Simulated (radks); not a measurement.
Problem. Radial electron density D(r) = 4 pi r^2 rho(r) of an atom or ion with 33 electrons. Calculated with a radial shooting solver on a logarithmic mesh with Libxc functionals: Dirac Kohn-Sham, LDA (Slater exchange, Perdew-Wang correlation), spin-unpolarised, spherical densities, point nucleus.

```
   r/bohr * D(r) (the largest magnitude, 47.9, reaches the edge; | marks zero)
 0.002639 |  *
 0.003549 |   *
 0.004733 |      *
 0.006363 |          *
 0.008487 |                *
  0.01141 |                        *
  0.01522 |                                 *
  0.02046 |                                          *
  0.02729 |                                               *
  0.03669 |                                               *
  0.04894 |                                          *
  0.06579 |                                       *
  0.08846 |                                            *
    0.118 |                                                      *
   0.1586 |                                                      *
   0.2116 |                                        *
   0.2844 |                             *
   0.3794 |                                *
   0.5101 |                                  *
   0.6803 |                      *
   0.9146 |         *
     1.22 |     *
     1.64 |   *
    2.188 | *
    2.941 |*
    3.954 |*
    5.274 |*
    7.091 *
    9.457 *
    12.71 *
```

What is the nuclear charge?

Solution. Z = 34. The innermost maximum, from 1s, lies near gamma/Z bohr with gamma = sqrt(1 - (Z/c)^2) = 0.969, here 0.0285 bohr (found: 0.0310), and its height grows with Z. The density is that of the selenium ion Se+ in [Ar] 3d8 4s2 4p3 5p2; the configuration itself is not fixed sharply by these data, and Z only to about a unit. D(r) has 4 maxima, at r = 0.0310, 0.137, 0.460, 3.99 bohr, and minima at 0.0648, 0.298, 3.34 bohr, inside which lie 2.09, 10.97, 31.29 electrons.
